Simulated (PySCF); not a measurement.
Bonds broken one at a time in the series B Br-H. Gas-phase values, no solvent. Strings in code marks are SMILES.

All values below come from PBE-D3(BJ)/def2-TZVP // B3LYP-D3(BJ)/def2-TZVP run with PySCF. 

```json
[
 {"species": "whole molecule (`B(Br)(Br)Br`)", "dipole moment (D)": "0.00"},
 {"species": "radical fragment (`[BH]Br`)", "dipole moment (D)": "0.56"},
 {"species": "whole molecule (`BBr`)", "dipole moment (D)": "0.39"},
 {"species": "radical fragment (`[BH2]`)", "dipole moment (D)": "___"}
]
```

Q: Some entries are withheld; supply them.

A: 
- radical fragment (`[BH2]`), dipole moment (D): 0.51
